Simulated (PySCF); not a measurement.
H5OSi2, SMILES [SiH3]O[SiH2], multiplicity 2. The structure is a stationary point at PBE-D3(BJ)/def2-TZVP. The isomer is the one that the SMILES or the coordinates give; other isomers of the formula were not compared.

### Question
Give the equilibrium geometry at PBE-D3(BJ)/def2-TZVP (PySCF confirms it by a frequency run) as Cartesian coordinates in Å. (The exact figures need the calculation; the answer reports its results.)

### Answer

```xyz
8

Si     1.4847    -0.3491     0.5314
O     -0.0044    -0.4093    -0.1935
Si    -1.4073     0.4609    -0.3496
H      2.3219    -1.4301    -0.0871
H      2.1114     0.9999     0.2958
H     -1.0970     1.8982    -0.6246
H     -2.1741    -0.1215    -1.4882
H     -2.2108     0.3622     0.9068
```
Charge 0, spin multiplicity 2.
